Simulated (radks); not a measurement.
The antimony anion Sb3-, [Xe], held by a Watson sphere: a shell of charge +3 at radius R that stands for the Madelung well of a crystal (potential energy -3/R inside, -3/r outside, in hartree with lengths in bohr). Method: scalar-relativistic Kohn-Sham, LDA (Slater exchange, Perdew-Wang correlation), spin-unpolarised, spherical densities, finite nucleus; Fermi nuclear charge, rms radius of each element as measured or else 0.836 A^(1/3) + 0.57 fm; computed with a radial shooting solver on a logarithmic mesh with Libxc functionals. Response by self-consistent Sternheimer equations with the Hartree and adiabatic LDA kernel, the relativistic mass of each level held fixed and spin-orbit coupling left out. The sphere does not respond.

| R (bohr) | e(4d) (eV) | e(5s) (eV) | e(5p) (eV) | <r> 5p (bohr) | sum of <r^2> (bohr^2) | X-ray form factor at sin(theta)/lambda = 0.2 1/angstrom | alpha (bohr^3) |
|---|---|---|---|---|---|---|---|
| 3 | -32.057 | -13.777 | -6.419 | 2.951 | 93.51 | 40.798 | 65.13 |
| 3.13 | -31.833 | -13.448 | -6.209 | 3.003 | 95.88 | 40.775 | 70.55 |
| 3.21 | -31.711 | -13.255 | -6.080 | 3.034 | 97.35 | 40.764 | 74.13 |
| 3.46 | -31.384 | -12.699 | -5.687 | 3.133 | 102.0 | 40.742 | 86.60 |
| 3.75 | -31.082 | -12.136 | -5.252 | 3.246 | 107.5 | 40.738 | 103.8 |
| 4.24 | -30.684 | -11.358 | -4.586 | 3.432 | 117.2 | 40.761 | 140.6 |
| 4.29 | -30.649 | -11.289 | -4.524 | 3.450 | 118.2 | 40.764 | 145.0 |
| 4.71 | -30.387 | -10.783 | -4.035 | 3.605 | 126.8 | 40.797 | 187.0 |
| 5.83 | -29.888 | -9.887 | -3.033 | 3.999 | 151.7 | 40.871 | 357.7 |
